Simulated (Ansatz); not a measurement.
Cost and result for the atomization energy of C3H10BN (`CBN(C)C`) (15 atoms, 14 bonds).

Cartesian coordinates in Å:
```
C -1.9578 -0.4151 0.8169
B -0.3973 -0.5850 0.7998
N 0.4771 0.0233 -0.1007
C 1.9059 -0.1866 -0.0488
C 0.0945 0.9138 -1.1703
H -2.4332 -1.3984 0.7266
H -2.2730 -0.0317 1.7941
H -2.3893 0.2331 0.0518
H 0.1170 -1.2952 1.6244
H 2.1507 -0.8615 0.7694
H 2.4365 0.7611 0.1046
H 2.2730 -0.6212 -0.9866
H -0.9832 1.0566 -1.1889
H 0.5715 1.8939 -1.0504
H 0.4075 0.5129 -2.1419
```

The species carries charge 0 and has multiplicity 1. Geometry: relaxed with PBE0-D4/def2-TZVP. It is one conformer, not always the lowest. Program: Ansatz. Hardware: A = 2 threads of a server CPU on a shared host; B = 2 threads of an AMD EPYC 7R13 on a shared host and a share of an NVIDIA H100 80 GB. Times are those of one run each, without the atoms' runs, and a repeat can differ threefold. Electronic energies, without spin–orbit coupling; frozen cores. CCSD(T)/CBS adds CCSD(T) − MP2 in def2-TZVPP to the MP2 limit, and its time is that of the two runs behind it. T1 = 0.012. B3LYP takes the VWN-RPA correlation (the form of Gaussian; ORCA's B3LYP/G).

CCSD(T)/CBS is a level of theory with its own doubt, some kJ/mol a heavy atom from the limit and from the frozen cores, so smaller differences don't rank the functionals.

```tsv
level	functions	wall time	atomization (kcal/mol)	difference from CCSD(T)/CBS	per bond
BLYP-D4/def2-TZVPP [A]	295	4.6 s	1383.4	3.1	0.2
PBE0-D4/def2-TZVPP [A]	295	5.5 s	1391.5	11.2	0.8
MP2/def2-QZVPP [B]	585	7 s	1379.8	-0.5	0.0
r2SCAN-D4/def2-TZVPP (with forces) [A]	295	8.5 s	1385.7	5.4	0.4
CAM-B3LYP-D4/def2-TZVPP [A]	295	8.5 s	1395.2	14.9	1.1
r2SCANh-D4/def2-TZVPP [A]	295	9 s	1380.3	0.0	0.0
B3LYP-D4/def2-TZVPP (with forces) [A]	295	10 s	1390.0	9.7	0.7
CCSD(T)/def2-TZVPP [B]	295	10 s	1350.5	-29.8	-2.1
B97M-V/def2-TZVPP [A]	295	15 s	1386.3	6.0	0.4
PBE-QIDH/def2-TZVPP [A]	295	16 s	1379.1	-1.2	-0.1
B2PLYP/def2-TZVPP [A]	295	16 s	1373.4	-6.9	-0.5
CCSD(T)/CBS(def2)	–	17 s	1380.3	0.0	0.0
CCSD(T)/def2-SVP [A]	120	18 s	1326.2	-54.1	-3.9
```

At CCSD(T), def2-SVP lies −54.1 kcal/mol from the extrapolated value and def2-TZVPP −29.8 kcal/mol: correlation converges slowly with the basis, and small sets miss more of it in the bonded molecule than in its fragments. The D4 term adds +9.7 kcal/mol with B3LYP and +5.2 kcal/mol with PBE0; it sums over pairs of atoms, weighted by their polarisabilities, and B3LYP, whose exchange is more repulsive, gets the larger term. From BLYP to BHLYP (50 % exact exchange), in def2-TZVPP and without D4, the atomization energy moves by −17.7 kcal/mol: exact exchange takes away binding that semilocal exchange gives to molecules.
